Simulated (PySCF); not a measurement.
C5H9N3OSi: full NMR table

- Formula: C5H9N3OSi
- SMILES: CC(=O)c1nn(C)nc1[SiH3]
- InChI: InChI=1S/C5H9N3OSi/c1-3(9)4-5(10)7-8(2)6-4/h1-2,10H3
- Point group of the computed structure: C1
- Degrees of unsaturation: 4
- Carbon signals: 5
- Proton signals: 3

Molfile (atoms numbered from 1):
```
C5H9N3OSi
     RDKit          3D

 19 19  0  0  0  0  0  0  0  0999 V2000
   -2.2877   -1.1104    1.6164 C   0  0  0  0  0  0  0  0  0  0  0  0
   -1.7084   -0.7573    0.2780 C   0  0  0  0  0  0  0  0  0  0  0  0
   -2.2959   -0.9365   -0.7697 O   0  0  0  0  0  0  0  0  0  0  0  0
   -0.3596   -0.1623    0.2434 C   0  0  0  0  0  0  0  0  0  0  0  0
    0.3865    0.0920    1.3191 N   0  0  0  0  0  0  0  0  0  0  0  0
    1.4753    0.6220    0.8229 N   0  0  0  0  0  0  0  0  0  0  0  0
    2.5920    1.0023    1.6514 C   0  0  0  0  0  0  0  0  0  0  0  0
    1.5175    0.7349   -0.4920 N   0  0  0  0  0  0  0  0  0  0  0  0
    0.3510    0.2420   -0.9129 C   0  0  0  0  0  0  0  0  0  0  0  0
   -0.1789    0.1485   -2.7148 Si  0  0  0  0  0  4  0  0  0  0  0  0
   -2.3531   -0.2105    2.2470 H   0  0  0  0  0  0  0  0  0  0  0  0
   -1.6232   -1.8122    2.1429 H   0  0  0  0  0  0  0  0  0  0  0  0
   -3.2815   -1.5531    1.4810 H   0  0  0  0  0  0  0  0  0  0  0  0
    2.2130    1.2513    2.6488 H   0  0  0  0  0  0  0  0  0  0  0  0
    3.3137    0.1754    1.7270 H   0  0  0  0  0  0  0  0  0  0  0  0
    3.0815    1.8712    1.1968 H   0  0  0  0  0  0  0  0  0  0  0  0
    0.9427    0.7093   -3.5263 H   0  0  0  0  0  0  0  0  0  0  0  0
   -0.4137   -1.2666   -3.1150 H   0  0  0  0  0  0  0  0  0  0  0  0
   -1.4028    0.9669   -2.9394 H   0  0  0  0  0  0  0  0  0  0  0  0
  1  2  1  0
  2  3  2  0
  2  4  1  0
  4  5  2  0
  5  6  1  0
  6  7  1  0
  6  8  1  0
  8  9  2  0
  9 10  1  0
  9  4  1  0
  1 11  1  0
  1 12  1  0
  1 13  1  0
  7 14  1  0
  7 15  1  0
  7 16  1  0
 10 17  1  0
 10 18  1  0
 10 19  1  0
M  END
```

Theory: structure optimised with PBE0-D3(BJ)/def2-SVP, NMR shieldings at PBE/pcSseg-1/GIAO, in PySCF (gas phase, single conformer, rapidly exchanging positions averaged, non-relativistic).

Shifts are taken against calculated references (same method and geometry level): $^{1}$H (σ = 31.20 ppm) and $^{13}$C (σ = 180.03 ppm) and $^{29}$Si (σ = 334.61 ppm) vs TMS; NH3 for $^{15}$N (σ = 265.06 ppm); $^{17}$O (σ = 334.63 ppm) vs H2O.

```tsv
carbon	δC, type	δH (multiplicity)	HMBC from (2–3 bonds)	span of the C tensor (ppm)
C1	28.8, CH3	2.57 (s)	–	50
C2	193.6, C	–	H11/H12/H13	193
C4	154.2, C	–	H17/H18/H19, H11/H12/H13	127
C7	41.9, CH3	4.04 (s)	–	69
C9	144.3, C	–	H17/H18/H19	158
```

Other nuclei:
```
      atoms    nucleus                         environment  δ (ppm)  σ (ppm)
H17/H18/H19    $^{1}$H   hydrogen on a silicon bonded to C     4.61    26.59
       Si10  $^{29}$Si            silicon bonded to C, 3 H    -83.0    417.6
         N8   $^{15}$N  pyridine-type nitrogen of an azole    374.3   -109.2
         N5   $^{15}$N  pyridine-type nitrogen of an azole    357.2    -92.2
         N6   $^{15}$N          pyrrole-type ring nitrogen    276.9    -11.9
         O3   $^{17}$O                       ketone oxygen    641.7   -307.1
```

1. Carbon types of the structure: 3 × C, 2 × CH3, leaving 3 H on heteroatoms.
2. δC 193.6: ketone carbonyl carbon; low-lying n→π* states of the double bond to the heteroatom give a large paramagnetic term (-262 ppm).
3. δC 154.2, 144.3: substituted aromatic carbon next to a ring nitrogen.
4. δC 41.9: methyl carbon bonded to N; deshielded by the electronegative neighbour.
5. δC 28.8: methyl carbon α to a carbonyl; the adjacent C=O deshields it moderately.
6. δH 4.04: hydrogen on a methyl carbon bonded to N; its carbon carries N, hence the downfield position.

Shifts are as computed. Against solution values, carbons near 30 ppm lie about +2 ppm off and those near 130 ppm about +2 ppm (rms about the fit 1.8 ppm; single classes can miss by 10 ppm). Of 1328 compounds with measured shifts, 309 miss one by over three times the rms of a fit or turn the order of signals round; such compounds aren't used in these exercises. Signals without a measured value on file couldn't be tested in this way. Unscaled 17O shifts of doubly bonded oxygen tend to come out too high, by tens of ppm or more. Experimental scales use liquid or dissolved standards, which lie at an offset from isolated NH3 (liquid NH3: subtract about 20 ppm) and H2O (liquid H2O: subtract about 36 ppm). Unscaled 15N shifts of sp2 nitrogen often come out too high even then, by a few to some tens of ppm. No couplings were computed; multiplicities are counted from neighbouring protons, with m where these are inequivalent, close in shift, in a saturated or five-membered ring or joined by F or P, and br s for small geminal =CH2 splittings.
